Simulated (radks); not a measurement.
Task: These are the eigenvalues of the occupied orbitals of an atom or ion with whole-number occupations (eV). Method: scalar-relativistic Kohn-Sham, LB94 model potential, spin-polarised, spherical densities, finite nucleus; Fermi nuclear charge, rms radius of each element as measured or else 0.836 A^(1/3) + 0.57 fm; computed with a radial shooting solver on a logarithmic mesh with Libxc functionals.

orbital  eigenvalue
1s down   -83526.28
1s up     -83526.25
2s up     -14920.78
2s down   -14920.60
2p up     -12893.28
2p down   -12893.17
3s up     -3638.362
3s down   -3638.174
3p up     -3052.117
3p down   -3051.911
3d up     -2433.244
3d down   -2432.871
4s up     -891.2813
4s down   -890.6893
4p up     -699.7403
4p down   -699.2814
4d up     -471.5373
4d down   -471.2469
5s down   -234.6888
5s up     -234.2789
4f up     -218.1129
4f down   -218.0467
5p up     -180.3640
5p down   -180.2374
5d up     -117.6297

Which element is it, and in what charge state? The configuration may be excited. Open shells, if any, are filled with parallel spins first.

Result: Z = 80, mercury, charge +7: Hg7+ in [Xe] 4f14 5d5. The list shows which subshells hold electrons but not how many an open one holds; the 1s level, -3069.5 hartree, gives Z - s = 78.4 by -(Z - s)^2/2, which with screening and relativity narrows Z to a few neighbours, and the depths of the outer levels then fix element, charge and occupations together.
